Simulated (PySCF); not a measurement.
The calculation used PySCF, delta-SCF UKS SCAN, pcX-2 on the ionised atom, pcseg-1 elsewhere, spin-free X2C. Geometries: PBE0-D3(BJ)/def2-SVP; isolated species, one conformer each. Values against the vacuum level.

(1) Rank by computed C 1s binding energy, lowest first.
A. C1 in `[CH3:1][CH2:2][C:3]([F:4])([F:5])[CH2:6][CH3:7]`
B. C1 in `[CH3:1][B:2]1[CH2:3][CH2:4][CH2:5][CH2:6][C@H:7]1[CH3:8]`
C. C1 in `[CH2:1]=[CH:2][O:3][SiH3:4]`
D. C1 in `[CH3:1][C:2](=[O:3])[SiH3:4]`
E. C7 in `[F:1][C:2]([F:3])([F:4])[C@@H:5]1[CH2:6][CH2:7][GeH2:8][CH2:9]1`

Answers

(1) B (289.83 eV), C (290.09 eV), E (290.35 eV), A (290.75 eV), D (291.20 eV).

The highest is bonded to C and 3 H, the lowest to 3 H and B; the range is 1.37 eV.
